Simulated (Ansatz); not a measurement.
A first, cheap relaxation of C$_{2}$H$_{7}$BSi, SMILES `CC1B[SiH2]1`.

```yaml
crystal:
  periodic: [false, false, false]
  atoms:
    - {symbol: C, position_ang: [-0.231600, 1.351700, 0.037300]}
    - {symbol: C, position_ang: [0.498800, 0.125500, -0.306500]}
    - {symbol: B, position_ang: [0.700100, -0.824600, 0.917500]}
    - {symbol: Si, position_ang: [-0.430200, -1.296500, -0.632300]}
    - {symbol: H, position_ang: [0.400300, 2.124500, 0.489600]}
    - {symbol: H, position_ang: [-0.670400, 1.858200, -0.914800]}
    - {symbol: H, position_ang: [-1.109100, 1.204300, 0.713600]}
    - {symbol: H, position_ang: [1.429700, 0.271900, -0.965200]}
    - {symbol: H, position_ang: [1.241200, -1.053700, 2.012700]}
    - {symbol: H, position_ang: [0.112200, -2.460100, -1.277600]}
    - {symbol: H, position_ang: [-1.875700, -1.358300, -0.053700]}
basis:
  gaussian: {orbitals: def2-SVP}
hamiltonian: {xc: pbe, dispersion: d4}
relax: {f_tol: 0.03, max_steps: 200}
```

```sh
$ ansatz run in.yaml --threads 2 --pin off --events-out ev --progress --plain --max-ram 4352MiB
```

Output, abridged:

```
Functional definition: PBE
mean field -10725.78186122 eV, -394.1652132038 hartree, gradient 2.0e-5 eV, S^2 0.000000; 0 other end points of the search recorded, 0 dependent functions left out
relax step   1: F+E_penalty+E_count = -10725.99662819 eV  Δ(F+E_penalty+E_count) = +0.000e0 eV  max|allowed force component| = 3.992e0 eV/Å  Δτ_max = 0.0000 Å  (29 SCF iters, accepted)
mean field -10726.45148257 eV, -394.1898213345 hartree, gradient 1.4e-5 eV, S^2 0.000000; 0 other end points of the search recorded, 0 dependent functions left out
relax step   2: F+E_penalty+E_count = -10726.66302752 eV  Δ(F+E_penalty+E_count) = -6.664e-1 eV  max|allowed force component| = 1.872e0 eV/Å  Δτ_max = 0.1597 Å  (28 SCF iters, accepted)
mean field -10726.67756444 eV, -394.1981296898 hartree, gradient 1.5e-5 eV, S^2 0.000000; 0 other end points of the search recorded, 0 dependent functions left out
relax step   3: F+E_penalty+E_count = -10726.88611864 eV  Δ(F+E_penalty+E_count) = -2.231e-1 eV  max|allowed force component| = 7.198e-1 eV/Å  Δτ_max = 0.1957 Å  (28 SCF iters, accepted)
mean field -10726.69897507 eV, -394.1989165163 hartree, gradient 1.8e-5 eV, S^2 0.000000; 0 other end points of the search recorded, 0 dependent functions left out
relax step   4: F+E_penalty+E_count = -10726.90535504 eV  Δ(F+E_penalty+E_count) = -1.924e-2 eV  max|allowed force component| = 4.790e-1 eV/Å  Δτ_max = 0.2000 Å  (29 SCF iters, accepted)
mean field -10726.75301589 eV, -394.2009024797 hartree, gradient 1.6e-5 eV, S^2 0.000000; 0 other end points of the search recorded, 0 dependent functions left out
relax step   5: F+E_penalty+E_count = -10726.95942892 eV  Δ(F+E_penalty+E_count) = -5.407e-2 eV  max|allowed force component| = 2.681e-1 eV/Å  Δτ_max = 0.1214 Å  (29 SCF iters, accepted)
mean field -10726.83451774 eV, -394.2038976172 hartree, gradient 1.6e-5 eV, S^2 0.000000; 0 other end points of the search recorded, 0 dependent functions left out
relax step   6: F+E_penalty+E_count = -10727.03950132 eV  Δ(F+E_penalty+E_count) = -8.007e-2 eV  max|allowed force component| = 3.423e-1 eV/Å  Δτ_max = 0.2000 Å  (35 SCF iters, accepted)
mean field -10726.90178395 eV, -394.2063696048 hartree, gradient 1.6e-5 eV, S^2 0.000000; 0 other end points of the search recorded, 0 dependent functions left out
relax step   7: F+E_penalty+E_count = -10727.10510601 eV  Δ(F+E_penalty+E_count) = -6.560e-2 eV  max|allowed force component| = 6.598e-1 eV/Å  Δτ_max = 0.1952 Å  (36 SCF iters, accepted)
mean field -10726.96778975 eV, -394.2087952734 hartree, gradient 1.6e-5 eV, S^2 0.000000; 0 other end points of the search recorded, 0 dependent functions left out
relax step   8: F+E_penalty+E_count = -10727.17108632 eV  Δ(F+E_penalty+E_count) = -6.598e-2 eV  max|allowed force component| = 6.769e-1 eV/Å  Δτ_max = 0.2000 Å  (29 SCF iters, accepted)
mean field -10727.01103130 eV, -394.2103843711 hartree, gradient 2.5e-5 eV, S^2 0.000000; 0 other end points of the search recorded, 0 dependent functions left out
relax step   9: F+E_penalty+E_count = -10727.21212057 eV  Δ(F+E_penalty+E_count) = -4.103e-2 eV  max|allowed force component| = 6.077e-1 eV/Å  Δτ_max = 0.1629 Å  (28 SCF iters, accepted)
mean field -10727.03620544 eV, -394.2113095038 hartree, gradient 1.9e-5 eV, S^2 0.000000; 0 other end points of the search recorded, 0 dependent functions left out
relax step  10: F+E_penalty+E_count = -10727.23750683 eV  Δ(F+E_penalty+E_count) = -2.539e-2 eV  max|allowed force component| = 3.294e-1 eV/Å  Δτ_max = 0.1029 Å  (30 SCF iters, accepted)
mean field -10727.04620342 eV, -394.2116769226 hartree, gradient 8.8e-6 eV, S^2 0.000000; 0 other end points of the search recorded, 0 dependent functions left out
relax step  11: F+E_penalty+E_count = -10727.24857871 eV  Δ(F+E_penalty+E_count) = -1.107e-2 eV  max|allowed force component| = 2.823e-1 eV/Å  Δτ_max = 0.1298 Å  (30 SCF iters, accepted)
mean field -10727.05943666 eV, -394.2121632351 hartree, gradient 1.8e-5 eV, S^2 0.000000; 0 other end points of the search recorded, 0 dependent functions left out
relax step  12: F+E_penalty+E_count = -10727.26148521 eV  Δ(F+E_penalty+E_count) = -1.291e-2 eV  max|allowed force component| = 1.155e-1 eV/Å  Δτ_max = 0.0472 Å  (30 SCF iters, accepted)
mean field -10727.06526487 eV, -394.2123774181 hartree, gradient 1.9e-5 eV, S^2 0.000000; 0 other end points of the search recorded, 0 dependent functions left out
relax step  13: F+E_penalty+E_count = -10727.26768357 eV  Δ(F+E_penalty+E_count) = -6.198e-3 eV  max|allowed force component| = 1.152e-1 eV/Å  Δτ_max = 0.1438 Å  (29 SCF iters, accepted)
mean field -10727.06814395 eV, -394.2124832222 hartree, gradient 1.8e-5 eV, S^2 0.000000; 0 other end points of the search recorded, 0 dependent functions left out
relax step  14: F+E_penalty+E_count = -10727.27039672 eV  Δ(F+E_penalty+E_count) = -2.713e-3 eV  max|allowed force component| = 8.497e-2 eV/Å  Δτ_max = 0.0634 Å  (29 SCF iters, accepted)
mean field -10727.06900366 eV, -394.2125148161 hartree, gradient 1.8e-5 eV, S^2 0.000000; 0 other end points of the search recorded, 0 dependent functions left out
relax step  15: F+E_penalty+E_count = -10727.27121500 eV  Δ(F+E_penalty+E_count) = -8.183e-4 eV  max|allowed force component| = 5.724e-2 eV/Å  Δτ_max = 0.0206 Å  (31 SCF iters, accepted)
mean field -10727.06918646 eV, -394.2125215337 hartree, gradient 1.8e-5 eV, S^2 0.000000; 0 other end points of the search recorded, 0 dependent functions left out
relax step  16: F+E_penalty+E_count = -10727.27132112 eV  Δ(F+E_penalty+E_count) = -1.061e-4 eV  max|allowed force component| = 2.951e-2 eV/Å  Δτ_max = 0.0074 Å  (32 SCF iters, accepted)
mean field -10727.06918646 eV, -394.2125215337 hartree, gradient 2.1e-5 eV, S^2 0.000000; 1 other end points of the search recorded, 0 dependent functions left out
Total energy: -10727.27135658 eV, -394.2199511487 hartree
Atom 0 at    -0.054602     1.592851     0.088755 Å, force    -0.020319    -0.002353     0.006253 eV/Å
Atom 1 at     0.456299     0.179979    -0.099582 Å, force     0.029511     0.002568     0.000351 eV/Å
Atom 2 at     0.631724    -0.837382     0.979064 Å, force    -0.010339     0.007845     0.008927 eV/Å
Atom 3 at    -0.270603    -1.844239    -0.373322 Å, force    -0.006887     0.016592    -0.007991 eV/Å
Atom 4 at     0.783929     2.318125    -0.000750 Å, force     0.003870    -0.006022    -0.000614 eV/Å
Atom 5 at    -0.802284     1.872196    -0.683420 Å, force     0.001820    -0.002069     0.004080 eV/Å
Atom 6 at    -0.516692     1.734915     1.084645 Å, force    -0.001205     0.005509    -0.000269 eV/Å
Atom 7 at     0.871529     0.017296    -1.116770 Å, force    -0.000532    -0.007782    -0.009249 eV/Å
Atom 8 at     0.493264    -0.754892     2.178821 Å, force     0.001800    -0.002551    -0.001982 eV/Å
Atom 9 at     0.175827    -2.033929    -1.792954 Å, force     0.003997    -0.004663    -0.005963 eV/Å
Atom 10 at    -1.703091    -2.302021    -0.243886 Å, force    -0.001716    -0.007074     0.006457 eV/Å
Dipole moment:    -0.078952     0.126208    -0.203446 e Å
```

It took 31 s on 2 threads of an Arm Neoverse V1 on a shared host, with 0.13 GiB of host memory at the peak.
